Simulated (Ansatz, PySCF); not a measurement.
Ansatz (an electronic-structure program) was given this input:
Ansatz 0.2 input:
```yaml
crystal:
  periodic: [false, false, false]
  atoms:
    - {symbol: Ga, position_ang: [-0.00002990, -0.01197992, 0.00514158]}
    - {symbol: F, position_ang: [-1.55495041, -0.93415618, 0.03901092]}
    - {symbol: F, position_ang: [0.00412815, 1.65379032, -0.70977933]}
    - {symbol: F, position_ang: [1.55092526, -0.67836996, 0.65305851]}
basis:
  gaussian:
    orbitals: STO-3G
hamiltonian:
  xc: b3lyp
total_charge: 1
magnetization: {spin_polarized: true, initial_magnetization: 1}
accuracy: high
```

Give the equivalent PySCF input.

This is not unique; one that fits is 
```python
from pyscf import gto, scf, dft

mol = gto.Mole()
mol.atom = '''
    Ga   -0.000030   -0.011980    0.005142
    F    -1.554950   -0.934156    0.039011
    F     0.004128    1.653790   -0.709779
    F     1.550925   -0.678370    0.653059
'''
mol.basis = 'sto-3g'
mol.charge = 1
mol.spin = 1
mol.verbose = 4
mol.build()

mf = dft.UKS(mol)
mf.xc = 'b3lyp'
mf.grids.atom_grid = (99, 590)
mf.grids.prune = None
mf.kernel()
```

Both were run: Ansatz gave -2197.135706 Eh and PySCF -2197.135709 Eh, 0.003 mEh apart.
